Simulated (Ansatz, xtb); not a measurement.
Ranking isomers of C4H5NOS

4 gas-phase structures of C4H5NOS, from a drawn sample of its isomers (lower ones may exist). Each was relaxed with GFN2-xTB:

A. `[H]/N=C1\CC(O)=CS1`, a singlet
B. `NC1=CC(=O)CS1`, a singlet
C. `[H]/N=C1\CC(=O)CS1`, a singlet
D. `Nc1cc(O)cs1`, a singlet

Task: Make a reasoned guess at their ranking by r2SCAN-D4/def2-SVP//GFN2-xTB single-point energy.

Result: Calculated order at r2SCAN-D4/def2-SVP//GFN2-xTB: B (0.000), D (0.558), C (0.578), A (1.046) eV. Less than 1 kcal/mol parts D and C, so the order within that pair means little.

Energies above the lowest of each column, in eV; the last columns are at r2SCAN-D4/def2-SVP geometries:

```json
{"structure": "B", "GFN2-xTB": "0.000", "HF/STO-3G": "0.199", "r2SCAN-D4/def2-SVP//GFN2-xTB": "0.000", "r2SCAN-D4/def2-SVP": "0.000", "CCSD(T)/def2-SVP + ΔMP2/def2-TZVPP": "0.000"}
{"structure": "D", "GFN2-xTB": "0.206", "HF/STO-3G": "0.495", "r2SCAN-D4/def2-SVP//GFN2-xTB": "0.558", "r2SCAN-D4/def2-SVP": "0.552", "CCSD(T)/def2-SVP + ΔMP2/def2-TZVPP": "0.354"}
{"structure": "C", "GFN2-xTB": "0.441", "HF/STO-3G": "0.000", "r2SCAN-D4/def2-SVP//GFN2-xTB": "0.578", "r2SCAN-D4/def2-SVP": "0.547", "CCSD(T)/def2-SVP + ΔMP2/def2-TZVPP": "0.291"}
{"structure": "A", "GFN2-xTB": "0.591", "HF/STO-3G": "0.617", "r2SCAN-D4/def2-SVP//GFN2-xTB": "1.046", "r2SCAN-D4/def2-SVP": "1.020", "CCSD(T)/def2-SVP + ΔMP2/def2-TZVPP": "0.726"}
```

CCSD(T)/def2-SVP + ΔMP2/def2-TZVPP puts B lowest; HF/STO-3G picks C. CCSD(T)/def2-SVP + ΔMP2/def2-TZVPP orders those it was run on as B (0.000), C (0.291), D (0.354), A (0.726) eV. Flexible structures stand in one conformer each, not always the lowest. The ΔMP2 step shifts differences by up to 0.198 eV, which makes them less sure. ΔMP2 is the change of the MP2 energy from the smaller to the larger basis.

Over these structures GFN2-xTB departs from r2SCAN-D4/def2-SVP//GFN2-xTB by 0.167 eV on average once a common shift is removed. A GFN2-xTB relaxation took about 0.067 s and the r2SCAN-D4/def2-SVP//GFN2-xTB energy about 3.6 s on a shared host (Ansatz 0.2.0, xtb 6.7.1).
